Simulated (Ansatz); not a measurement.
Geometry optimisation, Ansatz 0.2.0, RKS r2SCAN-D4/def2-SVP.

The input (input.yaml):

```yaml
crystal:
  periodic: [false, false, false]
  atoms:
    - { symbol: B, position_ang: [0.0, 0.0, 0.0] }
    - { symbol: F, position_ang: [0.0, 0.0, 1.67] }
    - { symbol: Cl, position_ang: [1.6108, 0.0, -0.93] }
    - { symbol: Cl, position_ang: [-1.6108, 0.0, -0.93] }
    - { symbol: "N", position_ang: [0.0773, -1.7539, 0.5833] }
    - { symbol: H, position_ang: [-0.441, -2.5119, 0.0539] }
    - { symbol: C, position_ang: [0.8576, -2.0964, 1.7812] }
    - { symbol: H, position_ang: [0.9977, -3.1964, 1.8301] }
    - { symbol: H, position_ang: [1.849, -1.5995, 1.7321] }
    - { symbol: H, position_ang: [0.3162, -1.7522, 2.687] }
    - { symbol: H, position_ang: [0.0473, -1.0728, 1.5337] }
basis:
  gaussian: { orbitals: def2-SVP }
hamiltonian:
  xc: r2scan
  dispersion: d4
relax:
  f_tol: 0.15
  max_steps: 25
  restrain:
    - { distance: [0, 4], at: 1.55, k: 30.0 }
    - { distance: [10, 1], at: 0.92, k: 30.0 }
    - { distance: [0, 1], at: 2.52, k: 30.0 }
    - { distance: [10, 4], at: 2.26, k: 30.0 }
```

Run as:

```bash
$ ansatz run input.yaml --threads 4 --pin off --max-ram 5120MiB --backend cpu --events-out ev --progress --plain --runs-dir out
```

Where does it end, and by what steps?

It converged. The restraints hold the end off the free minimum; the threshold counts their pulls, which the force column leaves out. Restrained pairs: B1–N5 (1.85 → 1.48 Å), F2–H11 (1.08 → 0.93 Å), B1–F2 (1.67 → 2.53 Å), N5–H11 (1.17 → 2.25 Å). After 14 steps the energy has fallen by 4.793 eV (the restraints' own energy left out); H11 moved furthest, 1.37 Å.

| step | energy less start (eV) | largest force component (eV/Å) | accepted |
| --- | --- | --- | --- |
| 0 | 0.0000 | 6.780 | yes |
| 1 | -1.3533 | 5.601 | yes |
| 2 | -2.1846 | 5.140 | yes |
| 3 | -3.0308 | 3.344 | yes |
| 4 | -3.9531 | 3.740 | yes |
| 5 | -4.2353 | 2.699 | yes |
| 6 | -4.4900 | 2.264 | yes |
| 7 | -4.5877 | 1.872 | yes |
| 8 | -4.6913 | 1.957 | yes |
| 9 | -4.7571 | 2.024 | yes |
| 10 | -4.7587 | 2.019 | yes |
| 11 | -4.7813 | 1.898 | yes |
| 12 | -4.7876 | 2.009 | yes |
| 13 | -4.7913 | 1.814 | yes |
| 14 | -4.7925 | 1.892 | yes |

```xyz
11
Properties=species:S:1:pos:R:3
B 0.136 -0.638 -0.167
F -0.578 0.927 1.687
Cl 1.692 0.148 -0.411
Cl -1.254 -0.246 -1.179
N 0.005 -1.766 0.778
H -0.871 -2.281 0.731
C 1.077 -2.415 1.506
H 1.297 -3.417 1.095
H 1.989 -1.807 1.433
H 0.835 -2.533 2.577
H -0.623 0.045 1.961
```

The run took 50 s on 4 threads of Arm Neoverse V1, on a shared host, peak memory 0.21 GiB.
